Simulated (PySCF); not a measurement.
Compound: 3-ethylcyclopentanone, C₇H₁₂O.
Structure used (GFN2-xTB), in Å, numbered top down from 1:
```xyz
20
C7H12O angstrom
C      2.5184   -0.2140    0.6338
C      1.5295    0.4191   -0.3385
C      0.1583   -0.2503   -0.2903
C     -0.8357    0.3396   -1.3005
C     -2.2017   -0.0973   -0.7815
C     -2.0437   -0.1751    0.7229
O     -2.9355   -0.2886    1.5203
C     -0.5683   -0.0869    1.0463
H      2.6166   -1.2795    0.4373
H      2.1878   -0.0822    1.6610
H      3.4986    0.2448    0.5296
H      1.9220    0.3396   -1.3551
H      1.4225    1.4820   -0.1087
H      0.2815   -1.3186   -0.4987
H     -0.6427   -0.0032   -2.3158
H     -0.7636    1.4290   -1.2891
H     -3.0184    0.5681   -1.0581
H     -2.4567   -1.0996   -1.1352
H     -0.2908   -0.8219    1.8002
H     -0.3833    0.9057    1.4660
```

Method used: TDDFT PBE0/def2-SVPD, vertical, gas phase, core orbitals frozen in the response in PySCF.

Frontier orbitals with the atoms that hold most of them (Löwdin shares over 4%, at most four atoms; ? is withheld):

```csv
orbital,ε (eV),atoms
HOMO-3,-9.46,"C2 19%, C3 14%, C8 13%, C1 11%"
HOMO-2,-9.37,"C3 23%, C2 14%, H14 12%, C4 10%"
HOMO-1,-9.26,"C3 21%, C4 20%, C1 15%, C2 14%"
HOMO,-7.06,?
LUMO,?,?
LUMO+1,0.59,"C1 10%, C2 9%, C4 8%, C5 7%"
LUMO+2,1.07,"C1 18%, H9 9%, C5 8%, C4 8%"
```

**Question.** Give the leading atoms of the HOMO.

**Answer.** O7 (bonded to C) 57%; C6 (bonded to 2 C and O) 12%; C8 (bonded to 2 C and 2 H) 11%; C5 (bonded to 2 C and 2 H) 11%. By element: oxygen 57%, carbon 34% or more.

**Question.** Give the leading atoms of the LUMO.

**Answer.** C6 (bonded to 2 C and O) 37%; O7 (bonded to C) 29%; C5 (bonded to 2 C and 2 H) 9%; C8 (bonded to 2 C and 2 H) 8%. By element: carbon 54% or more, oxygen 29%.

**Question.** What is the LUMO energy, and the HOMO–LUMO gap?

**Answer.** ε(LUMO) = -0.56 eV; the gap is 6.50 eV (0.2389 hartree).

**Question.** The HOMO–LUMO gap is 6.50 eV. Where does the response calculation put the lowest singlet, and from which orbitals?

**Answer.** S1 is at 4.28 eV (f = 0.0002), 2.23 eV below the gap, made of HOMO→LUMO (98%). Without the coupling terms of the response equations the lowest excitation would equal the gap.

**Question.** Give energy, strength and leading configuration of S1, S2 and S6, and follow the Löwdin shares of the leading atoms from the occupied to the empty orbital.

**Answer.** 
- S1 (4.28 eV, f 0.0002), HOMO→LUMO (98%): O7 57% → 29%, C6 12% → 37%; low, almost dark, from the terminal oxygen into the C=O bond, the pattern of n→π*
- S2 (6.64 eV, f 0.019), HOMO→LUMO+1 (89%): O7 57% → at most 7%, C6 12% → at most 7%, C1 at most 10% → 10%, C2 at most 10% → 9%
- S6 (7.49 eV, f 0.0036), HOMO-1→LUMO (95%): C3 21% → at most 9%, C4 20% → at most 9%, C6 at most 15% → 37%, O7 at most 15% → 29%

Löwdin shares depend on the basis, the more so with diffuse functions.

One conformer stands for the species.
